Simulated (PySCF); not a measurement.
**Spinor energies of Er⁵⁸⁺ (erbium, charge +58)**

Start: [Ne]. Calculated with PySCF 2.14 in an even-tempered Gaussian basis (17 s from 40 bohr⁻², ratio 2.4; 13 p from 51 bohr⁻², ratio 2.4; 5 d from 180 bohr⁻², ratio 2.6; 4 f from 280 bohr⁻², ratio 2.6): generalised Hartree-Fock with the X2C-1e Hamiltonian and a Gaussian nucleus; one run each with spin-orbit coupling (SO) switched off, then screened by Boettger's factors.

| spinor shell | electrons | ε, spin-free (eV) | ε, screened SO (eV) | weight of nominal j (screened SO) | rms radius, screened SO (bohr) |
| --- | --- | --- | --- | --- | --- |
| 1s1/2 | 2 | -62574.9 | -62565.1 | 1.000 | 0.0231 |
| 2s1/2 | 2 | -14310.7 | -14308.3 | 1.000 | 0.0917 |
| 2p1/2 | 2 | -13214.8 | -13889.3 | 1.000 | 0.0781 |
| 2p3/2 | 4 | -13214.8 | -12934.0 | 1.000 | 0.0844 |

```tsv
quantity	spin-free	screened SO
E (hartree)	-9175.05705	-9183.77937
M_J	0	0
⟨J²⟩	0.000	0.000
⟨L²⟩	0.000	0.023
⟨S²⟩	0.000	0.023
```

Breit and QED terms are absent; they matter most for the inner s and p1/2 levels.

Densities and radii are taken from the X2C orbitals without a picture-change correction, which distorts them close to the nucleus.

Without spin-orbit coupling the j labels of p, d and f shells carry no meaning; the spin-free column gives the mean over the occupied spinors of each nl shell.
